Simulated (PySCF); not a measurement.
Mo(CMe)(OH)3, C₂H₆MoO₃ (singlet state).
Bonds: Mo1–C2, Mo1–O7, Mo1–O9, Mo1–O11, C2–C3. Hydrogens: H4, H5, H6 on C3; H8 on O7; H10 on O9; H12 on O11.

Computed by this run: PBE0-D3(BJ)/def2-SVP geometry optimisation, gas phase, def2 core potentials past Kr (PySCF 2.14.0); density fitting, grid level 1; the optimiser is geomeTRIC in internal coordinates, started from a GFN2-xTB structure with every atom displaced at random (about 0.03 Å).

Step 1: E = -10154.9230 eV
```
atom  x, y, z in Å  |  force x, y, z in eV/Å
Mo1     0.0129   -0.0167   -1.0286    0.182  -0.242  -1.487
C2     -0.0762   -0.0047    0.6559    0.348  -0.008   1.284
C3     -0.0174    0.0038    2.1136    0.780   0.008   0.465
H4      0.3928    0.9647    2.4883   -0.455  -0.017  -0.077
H5     -0.9711   -0.2435    2.5979   -0.121   0.127   0.063
H6      0.7421   -0.7262    2.4577   -0.231  -0.140  -0.081
O7      1.8339    0.4131   -1.3887    0.117  -0.058   0.150
H8      2.0354    0.4557   -2.3378   -0.108  -0.027   0.169
O9     -1.0775    1.3709   -1.6037   -0.411   0.218  -0.662
H10    -1.6284    2.0105   -1.1522   -0.041   0.062   0.308
O11    -0.4779   -1.7389   -1.5985   -0.032  -0.025  -0.370
H12    -0.6532   -2.5714   -1.1527   -0.029   0.102   0.239
```

Step 2: E = -10155.0176 eV
```
atom  x, y, z in Å  |  force x, y, z in eV/Å
Mo1    -0.0018   -0.0037   -1.0685    0.375  -0.102   0.870
C2     -0.0384   -0.0039    0.6658   -0.033   0.031  -0.729
C3      0.0247   -0.0034    2.1357    0.049  -0.277  -0.063
H4      0.3807    0.9637    2.5092   -0.059   0.260   0.060
H5     -0.9473   -0.2378    2.6102    0.103   0.066  -0.111
H6      0.7624   -0.7489    2.4819   -0.083  -0.063  -0.019
O7      1.8446    0.4068   -1.3557   -0.290  -0.109   0.256
H8      2.0686    0.4458   -2.2932    0.021   0.005  -0.205
O9     -1.1241    1.3723   -1.6751   -0.212   0.045  -0.094
H10    -1.6722    1.9902   -1.1790    0.116  -0.091   0.074
O11    -0.4964   -1.7306   -1.6392   -0.008   0.059  -0.145
H12    -0.6852   -2.5334   -1.1412    0.022   0.178   0.106
```

Step 3: E = -10155.0485 eV
```
atom  x, y, z in Å  |  force x, y, z in eV/Å
Mo1     0.0119   -0.0038   -1.0705    0.094   0.227   0.113
C2     -0.0159   -0.0067    0.6465   -0.087  -0.014   0.016
C3      0.0325   -0.0067    2.1166   -0.053  -0.043  -0.062
H4      0.3572    0.9762    2.4930    0.008   0.031   0.024
H5     -0.9535   -0.2333    2.5601    0.047   0.005  -0.041
H6      0.7522   -0.7600    2.4787   -0.016   0.005   0.013
O7      1.8505    0.3965   -1.3505   -0.004  -0.034   0.022
H8      2.0685    0.4365   -2.2922    0.030   0.008  -0.081
O9     -1.1396    1.3667   -1.6642   -0.065  -0.046   0.026
H10    -1.6694    1.9653   -1.1266    0.092  -0.068   0.030
O11    -0.4937   -1.7197   -1.6393   -0.049  -0.140  -0.125
H12    -0.6852   -2.4937   -1.1006    0.003   0.068   0.066
```

Step 4: E = -10155.0581 eV
```
atom  x, y, z in Å  |  force x, y, z in eV/Å
Mo1     0.0305   -0.0006   -1.0778    0.036   0.020  -0.008
C2     -0.0017   -0.0068    0.6363    0.017  -0.017   0.089
C3      0.0235   -0.0059    2.1056   -0.084   0.068  -0.041
H4      0.3291    0.9832    2.4888    0.031  -0.059   0.001
H5     -0.9730   -0.2307    2.5204   -0.012  -0.024   0.018
H6      0.7305   -0.7604    2.4865    0.023   0.015   0.019
O7      1.8657    0.3930   -1.3816    0.068   0.004  -0.088
H8      2.0711    0.4344   -2.3287    0.006   0.002   0.052
O9     -1.1433    1.3574   -1.6388   -0.075   0.043  -0.038
H10    -1.6455    1.9374   -1.0584    0.019  -0.001   0.025
O11    -0.4913   -1.7184   -1.6385   -0.019  -0.059  -0.067
H12    -0.6802   -2.4654   -1.0629   -0.009   0.009   0.039
```

**Question.** Estimate the geometry and energy of step 5. (The exact step hangs on the optimiser's Hessian estimate; all steps are aligned on step 4, rigid shifts and turns removed.)

**Answer.** E = -10155.0603 eV, largest force 0.109 eV/Å
```
atom  x, y, z in Å  |  force x, y, z in eV/Å
Mo1     0.0416    0.0003   -1.0828   -0.051   0.037  -0.089
C2      0.0081   -0.0074    0.6312    0.049  -0.012   0.071
C3      0.0152   -0.0054    2.1002   -0.075   0.027  -0.017
H4      0.3156    0.9820    2.4890    0.030  -0.020   0.000
H5     -0.9855   -0.2333    2.5035   -0.008  -0.017   0.010
H6      0.7190   -0.7575    2.4920    0.023   0.006   0.008
O7      1.8776    0.3917   -1.4033   -0.003  -0.002  -0.028
H8      2.0777    0.4340   -2.3510    0.003   0.000   0.032
O9     -1.1501    1.3560   -1.6277    0.035  -0.041  -0.007
H10    -1.6352    1.9273   -1.0247   -0.001   0.009   0.015
O11    -0.4901   -1.7203   -1.6367    0.009   0.016  -0.004
H12    -0.6783   -2.4502   -1.0388   -0.011  -0.003   0.009
```

The energy changes by -0.0021 eV. The first-order estimate −F·Δx gives -0.0043 eV and the mean of the old and new forces, exact on a quadratic surface, -0.0023 eV. The step makes an angle of 76° with the force vector and moves no atom by more than 0.037 Å.

What follows is the cost of the whole optimisation. Hardware: AMD EPYC 9B45, one thread, shared host with 96 logical CPUs at a one-minute load of 22. Cost: 45 s, 0.50 GiB resident at most.
